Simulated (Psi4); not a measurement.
HgI, doublet, geometry from GFN2-xTB (such geometries of metal compounds can be far from the true shape) (the spin is typed, not shown lowest) (core potentials on Hg, I); B3LYP/def2-TZVPD (Psi4).

Psi4 was given this input:
```
memory 2 GB

molecule mol {
0 2
Hg   -0.000000   -0.000000   -1.184662
I     0.000000    0.000000    1.788169
}

set {
  basis def2-tzvpd
  reference uks
}

energy('b3lyp')
print_variables()
```

It wrote (shortened):

```
   => Loading Basis Set <=

    Name: DEF2-TZVPD
    Role: ORBITAL
    Keyword: BASIS

    !!!  WARNING: ECP capability is in beta. Please check occupations closely.  !!!

         ---------------------------------------------------------
                                   SCF
               by Justin Turney, Rob Parrish, Andy Simmonett
                          and Daniel G. A. Smith
                              UKS Reference
         ---------------------------------------------------------

  ==> Geometry <==

    Molecular point group: c2v
    Full point group: C_inf_v

    Geometry (in Angstrom), charge = 0, multiplicity = 2:

       Center              X                  Y                   Z               Mass
    ------------   -----------------  -----------------  -----------------  -----------------
         HG           0.000000000000     0.000000000000    -1.147139234779   201.970643400000
         I            0.000000000000     0.000000000000     1.825691765221   126.904471900000

  Running in c2v symmetry.

  Rotational constants: A = ************  B =      0.02447  C =      0.02447 [cm^-1]
  Rotational constants: A = ************  B =    733.74068  C =    733.74068 [MHz]
  Nuclear repulsion =   89.002235692173556

  Charge       = 0
  Multiplicity = 2
  Electrons    = 45
  Nalpha       = 23
  Nbeta        = 22

  ==> Algorithm <==

  SCF Algorithm Type is DF.
  DIIS enabled.
  MOM disabled.
  Fractional occupation disabled.
  Guess Type is SAD.
  Energy threshold   = 1.00e-06
  Density threshold  = 1.00e-06
  Integral threshold = 1.00e-12

  ==> Primary Basis <==

  Basis Set: DEF2-TZVPD
    Blend: DEF2-TZVPD
    Number of shells: 35
    Number of basis functions: 105
    Number of Cartesian functions: 121
    Spherical Harmonics?: true
    Max angular momentum: 3

  Core potential: DEF2-TZVPD
    Number of shells: 8
    Number of ECP primitives: 39
    Number of ECP core electrons: 88
    Max angular momentum: 3

  ==> DFT Potential <==

   => LibXC <=

    Version 7.1.2
    S. Lehtola, C. Steigemann, M. J. T. Oliveira, and M. A. L. Marques,  SoftwareX 7, 1–5 (2018) (10.1016/j.softx.2017.11.002)

   => Composite Functional: B3LYP <=

    B3LYP Hyb-GGA Exchange-Correlation Functional

    P. J. Stephens, F. J. Devlin, C. F. Chabalowski, and M. J. Frisch,  J. Phys. Chem. 98, 11623 (1994) (10.1021/j100096a001)

    Deriv               =              1
    GGA                 =           TRUE
    Meta                =          FALSE

    Exchange Hybrid     =           TRUE
    MP2 Hybrid          =          FALSE

   => Exchange Functionals <=

    0.0800   Slater exchange
    0.7200         Becke 88

   => Exact (HF) Exchange <=

    0.2000               HF

   => Correlation Functionals <=

    0.1900   Vosko, Wilk & Nusair (VWN5_RPA)
    0.8100   Lee, Yang & Parr

   => LibXC Density Thresholds  <==

    XC_HYB_GGA_XC_B3LYP:  1.00E-15

   => Molecular Quadrature <=

    Radial Scheme          =       TREUTLER
    Pruning Scheme         =           NONE
    Nuclear Scheme         =       TREUTLER

    Blocking Scheme        =         OCTREE
    BS radius alpha        =              1
    Pruning alpha          =              1
    Radial Points          =             75
    Spherical Points       =            302
    Total Points           =          44156
    Total Blocks           =            460
    Max Points             =            255
    Max Functions          =            103
    Weights Tolerance      =       1.00E-15

   => Loading Basis Set <=

    Name: (DEF2-TZVPD AUX)
    Role: JKFIT
    Keyword: DF_BASIS_SCF

  ==> Integral Setup <==

  SCF_SUBTYPE=INCORE selected. In-core MEM_DF algorithm will be used.
  Using in-core AOs.

  ==> MemDFJK: Density-Fitted J/K Matrices <==

    J tasked:                   Yes
    K tasked:                   Yes
    wK tasked:                   No
    Algorithm:                 Core
    Schwarz Cutoff:           1E-12
    Mask sparsity (%):       1.7052
    Fitting Condition:        1E-10

   => Auxiliary Basis Set <=

  Basis Set: (DEF2-TZVPD AUX)
    Blend: DEF2-UNIVERSAL-JKFIT
    Number of shells: 97
    Number of basis functions: 465
    Number of Cartesian functions: 674
    Spherical Harmonics?: true
    Max angular momentum: 6

  Minimum eigenvalue in the overlap matrix is 3.1335912596E-03.
  Reciprocal condition number of the overlap matrix is 6.6155391700E-04.
    Using symmetric orthogonalization.

  ==> Pre-Iterations <==

  SCF Guess: Superposition of Atomic Densities via on-the-fly atomic UHF (no occupation information).

   -------------------------
    Irrep   Nso     Nmo
   -------------------------
     A1        45      45
     A2        10      10
     B1        25      25
     B2        25      25
   -------------------------
    Total     105     105
   -------------------------

  ==> Iterations <==

                           Total Energy        Delta E     RMS |[F,P]|

   @DF-UKS iter SAD:  -448.66002143355513   -4.48660e+02   0.00000e+00
   @DF-UKS iter   1:  -450.60632625372375   -1.94630e+00   2.00044e-02 DIIS/ADIIS
   @DF-UKS iter   2:  -445.96599836253517    4.64033e+00   3.66767e-02 DIIS/ADIIS
   @DF-UKS iter   3:  -451.23692940959131   -5.27093e+00   7.70127e-03 DIIS/ADIIS
   @DF-UKS iter   4:  -451.31712044352014   -8.01910e-02   5.82171e-03 DIIS/ADIIS
   @DF-UKS iter   5:  -451.36179254300026   -4.46721e-02   2.24476e-03 DIIS/ADIIS
   @DF-UKS iter   6:  -451.37162611330081   -9.83357e-03   1.02650e-03 DIIS/ADIIS
   @DF-UKS iter   7:  -451.37491029570123   -3.28418e-03   2.43953e-04 DIIS/ADIIS
   @DF-UKS iter   8:  -451.37503586773909   -1.25572e-04   4.20821e-05 DIIS
   @DF-UKS iter   9:  -451.37503842239278   -2.55465e-06   2.48955e-05 DIIS
   @DF-UKS iter  10:  -451.37503919848893   -7.76096e-07   8.32897e-06 DIIS
   @DF-UKS iter  11:  -451.37503941184588   -2.13357e-07   6.19064e-07 DIIS
  Energy and wave function converged.

  ==> Post-Iterations <==

   Electrons on quadrature grid:
      Nalpha   =   23.0000012878 ; deviation = 1.288e-06
      Nbeta    =   22.0000013794 ; deviation = 1.379e-06
      Ntotal   =   45.0000026672 ; deviation = 2.667e-06

   @Spin Contamination Metric:   5.269049643E-03
   @S^2 Expected:                7.500000000E-01
   @S^2 Observed:                7.552690496E-01
   @S   Expected:                5.000000000E-01
   @S   Observed:                5.000000000E-01

    Orbital Energies [Eh]
    ---------------------

    Alpha Occupied:

[...]
    Alpha Virtual:

[...]
      45A1   122.296230

    Beta Occupied:

[...]
       5B2    -0.261319

    Beta Virtual:

[...]
    Final Occupation by Irrep:
             A1    A2    B1    B2
    DOCC [    10,    2,    5,    5 ]
    SOCC [     1,    0,    0,    0 ]
    NA   [    11,    2,    5,    5 ]
    NB   [    10,    2,    5,    5 ]

  @DF-UKS Final Energy:  -451.37503941184588

   => Energetics <=

    Nuclear Repulsion Energy =             89.0022356921735565
    One-Electron Energy =                -965.4965722655072113
    Two-Electron Energy =                 454.5805489643767032
    DFT Exchange-Correlation Energy =     -29.4612518028889774
    Empirical Dispersion Energy =           0.0000000000000000
    VV10 Nonlocal Energy =                  0.0000000000000000
    Total Energy =                       -451.3750394118458757

  UHF NO Occupations:
  HONO-2 :    9 A1 1.9997690
  HONO-1 :   10 A1 1.9979534
  HONO-0 :   11 A1 1.0000000
  LUNO+0 :   12 A1 0.0020466
  LUNO+1 :   13 A1 0.0002310
  LUNO+2 :    6 B1 0.0000957
  LUNO+3 :    6 B2 0.0000957

Computation Completed

Properties will be evaluated at   0.000000,   0.000000,   0.000000 [a0]

Properties computed using the SCF density matrix

 Multipole Moments:

 ------------------------------------------------------------------------------------
     Multipole            Electronic (a.u.)      Nuclear  (a.u.)        Total (a.u.)
 ------------------------------------------------------------------------------------

 L = 1.  Multiply by 2.5417464519 to convert [e a0] to [Debye]
 Dipole X            :          0.0000000            0.0000000            0.0000000
 Dipole Y            :          0.0000000            0.0000000            0.0000000
 Dipole Z            :        -43.8471369           42.8958560           -0.9512809
 Magnitude           :                                                    0.9512809

 ------------------------------------------------------------------------------------

  Variable Map:
  ----------------------------------------------------------------------------
[...]
  Array Variable Map:
  ----------------------------------------------------------------------------
[...]
[...]
```
